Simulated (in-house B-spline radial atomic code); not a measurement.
Orbital energies and mean radii along the 54-electron series, configuration 1s2 2s2 2p6 3s2 3p6 3d10 4s2 4p6 4d10 4f5/2(6) 5s2. The effective charge is n√(-2ε), a non-relativistic measure. Computed with an all-electron radial atomic-structure program (B-spline basis): Dirac-Hartree-Fock, jj configuration that fills j = l - 1/2 first, finite nuclei.

| ion | Z | energy of 3d5/2 (Eh) | mean radius of 3d5/2 (bohr) | energy of 4p3/2 (Eh) | mean radius of 4p3/2 (bohr) | effective charge of 3d5/2 |
| --- | --- | --- | --- | --- | --- | --- |
| Tb11+ | 65 | -54.137 | 0.21752 | -18.367 | 0.57629 | 31.216 |
| Dy12+ | 66 | -57.513 | 0.21314 | -20.019 | 0.5621 | 32.175 |
| Ho13+ | 67 | -61.008 | 0.20894 | -21.744 | 0.5485 | 33.138 |
